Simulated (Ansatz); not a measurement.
A made-up structure of LiBSiHO, doublet:

```
5
angstrom
Li -1.9302 -0.3190 -0.6455
Si 0.1211 -0.9619 0.4736
B -4.0003 -0.6813 -0.9245
O -0.3986 0.5145 -0.3924
H 0.2395 1.2322 -0.4490
```

It is relaxed with PBE-D4/def2-SVP and then PBE0-D4/def2-TZVP (Ansatz 0.2.0). Atoms count as bonded within 1.22 times the sum of their covalent radii (H–H: 0.88 Å). The end point is not checked to be a true minimum.

Question: Does its bonding change? (A judgement: the text doesn't fix the answer.)

Answer: By the calculation: Yes. Formed: Si2–B3; broken: none.

Where it ends: The first stage lowers the energy by 2.50 eV in 23 steps. It ends as LiBSiHO ([B]1[Li]2[OH][Si]12):
```xyz
5
angstrom
Li -1.8169 0.1970 -1.7564
Si -0.8669 -1.2530 0.1146
B -2.6768 -0.5857 0.1905
O -0.4451 0.3851 -0.5633
H -0.1629 1.0411 0.0768
```

Labels in which every atom is bracketed show which atoms are joined, not bond orders.

For scale, one of the runs: PBE0-D4/def2-TZVP relaxation, 119 basis functions, launched by `ansatz run in.yaml --threads 2 --pin off --events-out ev --progress --plain --max-ram 4352MiB`. Hardware: 2 CPU threads of an Arm Neoverse V2, shared host. Wall time about 52 s.
